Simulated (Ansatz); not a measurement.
Input file for Ansatz (a quantum-chemistry and plane-wave program): R-wB97X-V/def2-TZVPPD on HCl (SMILES Cl) with ghost functions, monomers drawn apart or pushed together. Files ending in .json are basis or fitting sets from the Basis Set Exchange.

Ansatz 0.2 input:
```yaml
crystal:
  periodic: [false, false, false]
  atoms:
    - {symbol: Cl, position_ang: [0.24530721, 1.00910989, -1.14696121]}
    - {symbol: H, position_ang: [0.25030765, 0.59688010, 0.08579232]}
basis:
  gaussian:
    orbitals: def2-TZVPPD.json
    ghost_atoms:
      - {symbol: C, position_ang: [0.27261322, -1.34552726, 5.89527644]}
      - {symbol: C, position_ang: [0.26756559, -0.88504065, 4.51772509]}
      - {symbol: N, position_ang: [0.26388623, -0.52103151, 3.42977849]}
      - {symbol: H, position_ang: [-0.42133083, -2.17801265, 6.01241156]}
      - {symbol: H, position_ang: [1.27318508, -1.67675543, 6.17364422]}
      - {symbol: H, position_ang: [-0.03007947, -0.53608694, 6.55972930]}
hamiltonian:
  xc: {name: wB97X-V}
scf: {lower_state_search: off}
```

The head of its log:

```
WARN ansatz: RAYON_NUM_THREADS=1 ignored (pool sized by the plan → 1); use --threads N
Functional definition: wB97X-V
these checks for a lower state are left out or cut short: stability, starts, cluster_reference, orbital_swaps, neighbouring_geometries, increment
integrals: 0.16 GiB planned
1031 factors; their error is unknown
integrals: 0.19 GiB planned
289 factors; integrals over basis functions are off by at most 5.2e-5 eV
mean field: 1.23 GiB planned
mean field evaluation 1: about -12537.2931 eV, gradient 1.0e1 eV
mean field evaluation 2: about -12537.5368 eV, gradient 6.9e0 eV
```

Question: What total energy does the run end on?

Answer: -460.7498 hartree.
